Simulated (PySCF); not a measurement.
SbN: energy against distance

Set-up: PySCF, scalar-relativistic core potentials, basis sets Sb cc-pVTZ-PP with ECP28, N cc-pVTZ. Energies in eV from Sb + N in their ground configurations at the same level. State: ¹Σ⁺ (singlet), closed shell.

Curves on a restricted Hartree–Fock reference rise too fast on stretching and do not dissociate correctly.

```json
{"R (Å)": "1.575", "PBE0": "-1.275", "RHF-CCSD(T)": "", "PBE": "-2.049", "RHF-SCS-MP2": "-1.658"}
{"R (Å)": "1.649", "PBE0": "-2.338", "RHF-CCSD(T)": "-2.271", "PBE": "-3.187", "RHF-SCS-MP2": "-2.867"}
{"R (Å)": "1.722", "PBE0": "-2.893", "RHF-CCSD(T)": "-2.931", "PBE": "-3.823", "RHF-SCS-MP2": "-3.588"}
{"R (Å)": "1.777", "PBE0": "-3.064", "RHF-CCSD(T)": "-3.184", "PBE": "-4.058", "RHF-SCS-MP2": "-3.898"}
{"R (Å)": "1.832", "PBE0": "-3.088", "RHF-CCSD(T)": "-3.283", "PBE": "-4.139", "RHF-SCS-MP2": "-4.065"}
{"R (Å)": "1.887", "PBE0": "-3.034", "RHF-CCSD(T)": "-3.267", "PBE": "-4.101", "RHF-SCS-MP2": "-4.127"}
{"R (Å)": "1.960", "PBE0": "-2.885", "RHF-CCSD(T)": "-3.115", "PBE": "-3.916", "RHF-SCS-MP2": "-4.097"}
{"R (Å)": "2.052", "PBE0": "-2.626", "RHF-CCSD(T)": "-2.792", "PBE": "-3.539", "RHF-SCS-MP2": "-3.950"}
{"R (Å)": "2.162", "PBE0": "-2.267", "RHF-CCSD(T)": "-2.309", "PBE": "-2.965", "RHF-SCS-MP2": "-3.701"}
{"R (Å)": "2.308", "PBE0": "-1.780", "RHF-CCSD(T)": "", "PBE": "-2.464", "RHF-SCS-MP2": "-3.288"}
```

**Question.** Put a parabola through the three lowest points of the RHF-CCSD(T) curve and estimate Re, k and ωe (reduced mass 12.55 u; 1 eV/Å² = 0.16022 mdyn/Å; ωe = 1302.8·√(k/μ) cm⁻¹).

**Answer.** Through R = 1.777, 1.832, 1.887 Å the second-order coefficient is 19.0 eV/Å², so Re ≈ 1.852 Å, k ≈ 6.09 mdyn/Å and ωe ≈ 908 cm⁻¹. A polynomial fit of higher order to the unrounded RHF-CCSD(T) energies gives Re = 1.850 Å, k = 5.57 mdyn/Å, ωe = 868 cm⁻¹; anharmonicity and rounding make the difference.

The higher-order fit for each curve: RHF-CCSD(T): Re = 1.850 Å, ωe = 868 cm⁻¹, De = 3.29 eV; PBE: Re = 1.840 Å, ωe = 901 cm⁻¹, De = 4.14 eV; RHF-SCS-MP2: Re = 1.902 Å, ωe = 695 cm⁻¹, De = 4.13 eV. PBE0 gave no clean fit.

⟨S²⟩ is raised (SbN 0.13), so spin contamination touches these numbers. Correlated steps freeze 5 core orbitals. ⟨S²⟩ of the unrestricted solution departs from its pure value on part of the curve, where spin states mix. Spin–orbit coupling is left out, which matters for elements this heavy, above all for dissociation energies. Where the molecule has an RHF reference, its open-shell atoms are computed with UHF.
